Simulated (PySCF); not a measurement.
**biphenylene: 4 charge schemes on one density**

Species: biphenylene, C12H8.
Geometry (GFN2-xTB, Å), atoms numbered from 1 in this order:
```xyz
20
C12H8 angstrom
C      3.151   -0.156    0.219
C      2.947    1.116   -0.267
C      1.659    1.627   -0.523
C      0.632    0.774   -0.258
C      0.842   -0.541    0.243
C      2.085   -1.036    0.494
C     -0.632   -0.773    0.254
C     -1.658   -1.626    0.521
C     -2.947   -1.116    0.265
C     -3.152    0.157   -0.218
C     -2.086    1.038   -0.492
C     -0.843    0.542   -0.247
H      4.161   -0.495    0.399
H      3.802    1.748   -0.460
H      1.526    2.629   -0.903
H      2.270   -2.029    0.876
H     -1.524   -2.628    0.901
H     -3.802   -1.749    0.457
H     -4.163    0.496   -0.394
H     -2.274    2.032   -0.870
```

Density: PBE0/pcSseg-1 (PySCF); schemes: Mulliken, IAO, Hirshfeld and ESP-fitted. Isolated species at its GFN2-xTB geometry, gas phase.

Tabulate the Mulliken, IAO, Hirshfeld and ESP-fitted charges.

In e; atoms taken as equivalent share a row and are averaged (×n: the atom named and its like, n in all):

```csv
atom,environment,Mulliken,IAO,Hirshfeld,ESP-fitted
C1/C2/C9/C10,aromatic CH carbon,-0.083,-0.151,-0.049,-0.157
C3/C6/C8/C11,aromatic CH carbon,-0.074,-0.168,-0.052,-0.195
C4/C5/C7/C12,substituted aromatic carbon,-0.001,+0.006,-0.002,+0.044
H13/H14/H18/H19,aromatic hydrogen,+0.092,+0.154,+0.049,+0.145
H15/H16/H17/H20,aromatic hydrogen,+0.065,+0.159,+0.054,+0.163
```

Mean size of the charges over all atoms: ESP-fitted 0.141 e, IAO 0.127 e, Mulliken 0.063 e, Hirshfeld 0.041 e. Each set sums to the total charge, 0, to within 0.001 e. The Hirshfeld scheme divides the density at each point in proportion to the densities of the neutral, spherically averaged free atoms. The IAO scheme projects the occupied orbitals on a minimal set of polarised atomic orbitals and counts the electrons in each atom's part of it.

Some averages cover members that differ in this geometry: C4/C5/C7/C12, ESP-fitted +0.024 to +0.069; C3/C6/C8/C11, ESP-fitted -0.210 to -0.185 e.

Lowest charge. The schemes don't all agree: Mulliken C1/C2/C9/C10 (-0.083); IAO C3/C6/C8/C11 (-0.168); Hirshfeld C3/C6/C8/C11 (-0.052); ESP-fitted C3/C6/C8/C11 (-0.195).

Highest charge. The schemes don't all agree: Mulliken H13/H14/H18/H19 (+0.092); IAO H15/H16/H17/H20 (+0.159); Hirshfeld H15/H16/H17/H20 (+0.054); ESP-fitted H15/H16/H17/H20 (+0.163).

How many electrons does the Hirshfeld scheme count on C4?

Its own charge is -0.002 e, so Z − q = 6.002.

How closely do the schemes follow one another over all atoms?

Correlation coefficient and root-mean-square difference: IAO with Hirshfeld 1.00, 0.096 e; IAO with ESP-fitted 0.99, 0.023 e; Mulliken with IAO 0.99, 0.072 e; Mulliken with Hirshfeld 0.99, 0.027 e; Hirshfeld with ESP-fitted 0.98, 0.106 e; Mulliken with ESP-fitted 0.97, 0.084 e.

Sum the charges by element.

```tsv
element	atoms	Mulliken	IAO	Hirshfeld	ESP-fitted
C	12	-0.631	-1.250	-0.412	-1.231
H	8	+0.631	+1.250	+0.412	+1.232
```
